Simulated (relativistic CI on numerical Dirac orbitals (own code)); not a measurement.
## What each ingredient does to the levels of Ni¹⁰⁺

Base calculation: Dirac-Coulomb-Breit CI, separate exchange-only KLI orbitals for each configuration, a model potential for QED, unscaled Slater integrals.

Configuration list (outside the closed core [Ne]): 3s²3p⁶, 3s²3p⁵3d, 3s3p⁶3d, 3s²3p⁵4s, 3s²3p⁵4p, 3s²3p⁵4d, 3s3p⁶4s, 3s²3p⁵4f, 3s3p⁶4p, 3s²3p⁵5s, 3s²3p⁵5p, 3s3p⁶4d, 3p⁶3d4p, 3s²3p⁵5d, 3s²3p⁵5f, 3s3p⁶4f, 3s²3p⁵5g, 3s²3p⁵6s, 3s²3p⁵6p, 3s²3p⁵6d, 3s3p⁶5s, 3s3p⁶5p, 3s3p⁶5d, 3p⁶3d², 3p⁵3d³, 3p⁵3d²4s, 3p⁵3d²4p, 3p⁵3d²4d, 3p⁶3d4s, 3p⁵3d4s², 3p⁵3d4s4p, 3p⁵3d4s4d. Double excitations out of closed p, d and f shells are left out; levels of such configurations are missing from the list, as are those of other unlisted configurations, and high levels can miss mixing partners. These lack a partner that the ground configuration has and come out too high: 3s²3p⁵4f, 3s²3p⁵5s, 3s²3p⁵5p, 3s²3p⁵5d, 3s²3p⁵5f.

The lowest level and the first level of each name with at least 55 % of one term (blank where a level has no safe partner in the second run):

```csv
Level,Base (cm⁻¹),Shift (cm⁻¹)
3s²3p⁶ ¹S0,0,0
3s²3p⁵3d ³P°0,463007,-172
3s²3p⁵3d ³P°1,466864,-172
3s²3p⁵3d ³P°2,474958,-172
3s²3p⁵3d ³F°4,486494,-170
3s²3p⁵3d ³F°3,491162,-169
3s²3p⁵3d ³F°2,498062,-168
3s²3p⁵3d ³D°3,525455,-158
3s²3p⁵3d ³D°1,533398,-154
3s²3p⁵3d ³D°2,538038,-154
3s²3p⁵3d ¹F°3,541034,-161
3s²3p⁵3d ¹P°1,699606,-319
3s3p⁶3d ³D1,907279,-100
3s3p⁶3d ³D2,908531,-103
```

At this charge energies of transitions that change n are usually good to better than 1 %, and those within a shell (Δn = 0) to a few per cent.

Task: One thing was changed in a second run, which moved the levels as shown. Which?
A. QED terms removed
B. configuration mixing switched off
C. Breit term removed
D. P86 correlation estimate
E. one mean potential for all configurations

Result: E. One mean potential for all configurations. One potential for all configurations removes the relaxation of the orbitals, which moves whole configurations and changes the integrals a little.

LS names give the leading component of a level, which can be under half, so a name can repeat, a term be missing and a line seem to break the LS rules.
